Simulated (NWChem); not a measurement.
Species: H2 cation, doublet

Program: NWChem. Pople sets run with spherical d functions. Spin-unrestricted. All runs use the structure optimised with PBE-D3(BJ)/def2-SVP, spin-unrestricted. No stability test was run on the SCF state. Solvent water, SMD (1 M gas to 1 M solution), gas-phase geometry. Reactions with the solvent are ignored.

```tsv
level	basis functions	solvation free energy (kcal/mol)	cavity-dispersion-structure term (kcal/mol)
M06-2X/STO-3G	2	-113.9	2.1
M06-2X/3-21G	4	-114.0	2.1
M06-2X/6-31G*	4	-114.1	2.1
M06-2X/6-31+G*	4	-114.1	2.1
M06-2X/6-311G**	12	-113.0	2.1
M06-2X/6-311++G**	14	-113.0	2.1
```
